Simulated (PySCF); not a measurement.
# Nonlinear optical response: SMILES c1cn(C)c(B(F)F)c1, C5H6BF2N

Geometry:
```csv
atom,x (Å),y (Å),z (Å)
C1,1.738,-0.693,0.353
N2,0.328,-0.431,0.181
C3,-0.637,-1.382,0.162
C4,-1.870,-0.775,-0.021
C5,-1.625,0.606,-0.115
C6,-0.249,0.816,0.012
B7,0.493,2.146,-0.031
F8,-0.163,3.285,-0.203
F9,1.814,2.239,0.098
H10,1.888,-1.775,0.458
H11,2.124,-0.193,1.253
H12,2.313,-0.337,-0.513
H13,-0.382,-2.434,0.279
H14,-2.830,-1.284,-0.078
H15,-2.360,1.396,-0.260
```

Method: PySCF, quadratic response CAM-B3LYP/aug-cc-pVDZ first hyperpolarisability, Taylor convention, gas phase. Geometry: PBE0-D3(BJ)/def2-SVP.

(1) What is the first hyperpolarisability, and how does it disperse?

(2) Which lowest excitations, dipole and polarisabilities go with it?

Answers

(1) In au, Taylor convention; the vector part is βᵢ = ⅓ Σⱼ (βᵢⱼⱼ + βⱼᵢⱼ + βⱼⱼᵢ); β∥ is 3/5 of the vector part along the dipole, the dipole points from − to +:
| process | λ (nm) | β vector norm | β∥ | β HRS | depolarisation ratio |
| --- | --- | --- | --- | --- | --- |
| static β(0;0,0) | ∞ | 96.2 | 50.5 | 80.4 | 1.92 |
| second harmonic β(−2ω;ω,ω) | 1907 | 112.1 | 58.0 | 87.8 | 2.00 |
| Pockels β(−ω;ω,0) | 1907 | 101.2 | 52.8 | – | – |
| second harmonic β(−2ω;ω,ω) | 1064 | 158.0 | 79.3 | 108.9 | 2.21 |
| Pockels β(−ω;ω,0) | 1064 | 113.3 | 58.5 | – | – |

(2) S1 5.29 eV (f = 0.265); S2 5.68 eV (f = 0.098); S3 5.80 eV (f = 0.001); dipole 3.00 D; isotropic α 81.3 au static, 81.6 au at 1907 nm, 82.3 au at 1064 nm, 82.6 au at 953.5 nm, 85.9 au at 532 nm.
